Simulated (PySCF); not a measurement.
C3H8N, SMILES [CH2]N(C)C, multiplicity 2. Geometry: PBE-D3(BJ)/def2-SVP. The isomer is the one that the SMILES or the coordinates give; other isomers of the formula were not compared.

The numbers are results of PBE-D3(BJ)/def2-SVP in PySCF, not measurements.

Harmonic wavenumbers (cm⁻¹): 201, 206, 280, 346, 414, 432, 598, 851, 1027, 1045, 1069, 1096, 1117, 1302, 1347, 1373, 1390, 1396, 1408, 1417, 1420, 1483, 2871, 2881, 3002, 3004, 3060, 3060, 3069, 3192. Rotational constants (GHz): 9.344, 8.823, 4.883; symmetry number 1.

Work out the zero-point energy and the ideal-gas rigid-rotor harmonic-oscillator thermochemistry at 298.15 K and 1 atm.

ZPE = ½ Σ hcν = ½ × 45358 cm⁻¹ = 64.84 kcal/mol. H − E(el) = 69.05 kcal/mol. Entropy in cal/(mol K): translation 38.10, rotation 24.19, vibration 9.83, spin 1.38, total 73.50. G − E(el) = 47.14 kcal/mol. Cp = 21.88 cal/(mol K).
